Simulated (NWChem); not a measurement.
System: MgI2; SMILES [I][Mg][I]

Computed with NWChem. Coordinates come from a PBE0/def2-SVP optimisation. Not confirmed as a minimum by frequencies. def2 effective core potentials on I; no spin-orbit coupling.

Diagonal of the polarisability tensor at CAM-B3LYP/def2-SVPD, static: 131.56, 80.53, 80.53 bohr³.

**Question.** Find the mean polarisability volume, the molar refraction, and the refractive index that an ideal gas of it would have at 273.15 K and 1 atm.

**Answer.** 
1. Mean: one third of the trace = 97.54 bohr³ × 0.14818 Å³/bohr³ = 14.45 Å³.
2. Molar refraction (Lorentz-Lorenz): (4π/3) N_A α = 36.5 cm³/mol.
3. Number density p/kT = 2.687 × 10⁻⁵ Å⁻³; n − 1 = 2π N α = 24.40 × 10⁻⁴.
4. These hold the electronic response alone: vibrational and orientational terms add to the static dielectric constant.
